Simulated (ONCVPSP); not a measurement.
## Which change was made? (Ti, ONCV)

titanium (Ti), optimised norm-conserving Vanderbilt (ONCV), made with ONCVPSP 4.0.1 (LDA (Perdew-Wang 92), scalar-relativistic). Core [Ne], reference 3s2 3p6 3d2 4s1.75 4p0.25. Waves: 3s+4s: rc 1.55 bohr, ncon 4, nbas 9, qcut 9.6 1/bohr, 2 projectors; 3p+4p: rc 2.10 bohr, ncon 5, nbas 8, qcut 8.3 1/bohr, 2 projectors; 3d: rc 2.25 bohr, ncon 4, nbas 9, qcut 7.6 1/bohr, 2 projectors, debl 3.3 Ha. Local part: polynomial inside 1.00 bohr (lpopt 1, dvloc0 6 Ha). Core correction: none.

Cutoffs, loose and tight: the cutoffs (Ha) at which the residual kinetic energy of the hardest occupied pseudo-wave falls to 1 and 0.1 mHa per electron. They do not see the model core or the augmentation charge, which bear on the density cutoff. Test errors are all-electron minus pseudo excitation energies from the reference, over the configurations 3s2 3p6 3d2 4s2 4p0; 3s2 3p6 3d2 4s1 4p0; 3s2 3p6 3d2 4s0 4p0; 3s2 3p6 3d2 4s0 4p1; variants that change the core or the reference have their own tests.

The base gives: outcome: generated; cutoff, loose: 26 Ha; cutoff, tight: 32 Ha; bound ghosts: none; GHOST(+) flags above zero: none; largest test error (meV): +1.5.

(1) After one change the result is: outcome: generated; cutoff, loose: 20 Ha; cutoff, tight: 53 Ha; bound ghosts: none; GHOST(+) flags above zero: none; largest test error (meV): +0.1. Which change was it?
A. local potential polynomial inside 1.00 bohr (lpopt 1, dvloc0 3 Ha)
B. s: qcut 5.6
C. core [Ar], valence charge 4; reference 3d2 4s1 4p1; waves now 4s: rc 2.55 bohr, ncon 4, nbas 7, qcut 2.1 1/bohr, 2 projectors, debl 3.2 Ha; 4p: rc 2.60 bohr, ncon 4, nbas 7, qcut 3.3 1/bohr, 3 projectors, debl 1.7 Ha; 3d: rc 1.20 bohr, ncon 3, nbas 6, qcut 9.4 1/bohr, 1 projector; local potential polynomial inside 1.10 bohr (lpopt 5, dvloc0 6 Ha)

Answers

(1) B. The others give: core [Ar], valence charge 4; reference 3d2 4s1 4p1; waves now 4s: rc 2.55 bohr, ncon 4, nbas 7, qcut 2.1 1/bohr, 2 projectors, debl 3.2 Ha; 4p: rc 2.60 bohr, ncon 4, nbas 7, qcut 3.3 1/bohr, 3 projectors, debl 1.7 Ha; 3d: rc 1.20 bohr, ncon 3, nbas 6, qcut 9.4 1/bohr, 1 projector; local potential polynomial inside 1.10 bohr (lpopt 5, dvloc0 6 Ha) → outcome: generated; cutoff, loose: 42 Ha; cutoff, tight: 92 Ha; bound ghosts: p; GHOST(+) flags above zero: s, p; largest test error (meV): +73 | local potential polynomial inside 1.00 bohr (lpopt 1, dvloc0 3 Ha) → outcome: generated; cutoff, loose: 26 Ha; cutoff, tight: 32 Ha; bound ghosts: p; GHOST(+) flags above zero: none; largest test error (meV): +1.6.
